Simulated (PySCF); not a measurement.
**Correlation energy of La (lanthanum, neutral)**

[Xe] 5d2 6s1, high-spin 4F determinant (an excited configuration). Calculation: PySCF 2.14, in cc-pVDZ-X2C; scalar relativity by spin-free X2C-1e. Frozen: [Ar] 3d10; 29 electrons correlated.

```json
{"level": "CCSD", "correlation energy (mhartree)": "-677.50"}
{"level": "(T)", "correlation energy (mhartree)": "-15.54"}
{"level": "CCSD(T)", "correlation energy (mhartree)": "-693.04"}
```

Diagnostics: T1 = 0.0093, D1 = 0.0619, largest double amplitude 0.031.

Spin-orbit coupling, absent here, splits the open shell strongly.

Cost of the coupled-cluster step: of the order of 2.9 core-minutes, for 29 correlated electrons.

Iterations:

```
CC2 = 0
CCSD nocc = (np.int64(16), np.int64(13)), nmo = (70, 70)
frozen orbitals [[0, 1, 2, 3, 4, 5, 6, 7, 8, 9, 10, 11, 12, 13], [0, 1, 2, 3, 4, 5, 6, 7, 8, 9, 10, 11, 12, 13]]
max_cycle = 100
direct = 0
conv_tol = 1e-08
conv_tol_normt = 1e-06
diis_space = 8
diis_start_cycle = 0
Init t2, MP2 energy = -0.711476691722319
Init E_corr(UCCSD) = -0.711476691722848
cycle = 1  E_corr(UCCSD) = -0.66127265999632  dE = 0.0502040317  norm(t1,t2) = 0.0759815
cycle = 2  E_corr(UCCSD) = -0.677499456742103  dE = -0.0162267967  norm(t1,t2) = 0.0193055
cycle = 3  E_corr(UCCSD) = -0.676475210362994  dE = 0.00102424638  norm(t1,t2) = 0.00919594
cycle = 4  E_corr(UCCSD) = -0.677628680102838  dE = -0.00115346974  norm(t1,t2) = 0.00327826
cycle = 5  E_corr(UCCSD) = -0.677528796169417  dE = 9.98839334e-05  norm(t1,t2) = 0.000712615
cycle = 6  E_corr(UCCSD) = -0.67748811266713  dE = 4.06835023e-05  norm(t1,t2) = 0.00017329
cycle = 7  E_corr(UCCSD) = -0.677505481966381  dE = -1.73692993e-05  norm(t1,t2) = 7.89844e-05
cycle = 8  E_corr(UCCSD) = -0.677503658780895  dE = 1.82318549e-06  norm(t1,t2) = 2.35763e-05
cycle = 9  E_corr(UCCSD) = -0.677503183704043  dE = 4.75076852e-07  norm(t1,t2) = 5.42534e-06
cycle = 10  E_corr(UCCSD) = -0.677503498841145  dE = -3.15137102e-07  norm(t1,t2) = 1.82208e-06
cycle = 11  E_corr(UCCSD) = -0.677503449976993  dE = 4.88641527e-08  norm(t1,t2) = 6.31382e-07
cycle = 12  E_corr(UCCSD) = -0.677503462211328  dE = -1.22343357e-08  norm(t1,t2) = 1.3598e-07
cycle = 13  E_corr(UCCSD) = -0.67750346266337  dE = -4.52041404e-10  norm(t1,t2) = 2.98637e-08
UCCSD converged
E(UCCSD) = -8489.961320149197  E_corr = -0.6775034626633696
UCCSD(T) correction = -0.0155354090084344
```

This basis was not built for core-valence correlation, so the inner-shell part is incomplete.
